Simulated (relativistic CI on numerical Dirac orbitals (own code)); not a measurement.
**Tl30+: sensitivity of the levels to the model**

Base calculation: Dirac-Coulomb-Breit CI, orbitals from a KLI potential per configuration, model QED (radiative potential, 1s self-energy scaled to tabulated hydrogen-like ionisation energies), unscaled Slater integrals.

Configurations in the expansion (outside the closed core [Ar] 3d10 4p6 4d10): 4s2 4f5, 4s2 4f4 5s, 4s2 4f3 5s2, 4s2 4f4 5p, 4s2 4f3 5s 5p, 4s2 4f3 5p2, 4s 4f6, 4s2 4f4 6s. Levels of other configurations are missing.

Variants: (1) P86 correlation estimate; (2) Breit term removed; (3) one mean potential for all configurations. Shifts of the energy above 4s2 4f5 6H°_5/2, in cm⁻¹, for the lowest level and the first level of each name with at least 55 % of one term (blank where a level changes its place among those of its configuration and J or its character, or is not in the variant):

```csv
Level,Base,Δ(1),Δ(2),Δ(3)
4s2 4f5 6H°_5/2,0.0,0.0,0.0,0.0
4s2 4f5 6H°_7/2,24224.0,-0.2,+2021.6,-595.8
4s2 4f5 6F°_3/2,41499.0,-0.1,+1587.9,-345.8
4s2 4f5 6H°_9/2,42633.7,-0.3,+3535.3,-850.7
4s2 4f5 6F°_1/2,45564.8,-0.2,+2043.4,-495.4
4s2 4f5 6H°_11/2,55541.7,-0.3,+4409.9,-842.7
4s2 4f5 6F°_7/2,59066.1,-0.1,+3008.5,-615.9
4s2 4f5 6F°_9/2,74906.0,-0.1,+3987.6,-664.8
4s2 4f5 4F°_3/2,89930.1,+0.3,+3210.2,-620.4
4s2 4f5 4M°_17/2,102626.0,-0.3,+6864.4,-559.4
4s2 4f5 2P°_1/2,106040.9,+0.5,+2479.1,-158.1
4s2 4f5 4M°_19/2,117586.8,-0.4,+8467.9,-612.6
4s2 4f5 4K°_15/2,158885.5,-0.2,+8131.3,-961.7
4s2 4f5 4P°_1/2,162169.1,+0.3,+4859.4,-739.5
```

At this charge energies of transitions that change n are usually good to better than 1 %, and those within a shell (Δn = 0) to a few per cent. Terms inside the open d or f shell come out 10 to 20 % too wide with unscaled integrals.

Ionisation energy from the two ground configurations alone: base 1094.38 eV; P86 correlation estimate 1096.48 eV; Breit term removed 1094.63 eV. The NIST ASD value (theoretical) is 1110 eV.

LS names give the leading component of a level, which can be under half, so a name can repeat, a term be missing and a line seem to break the LS rules.
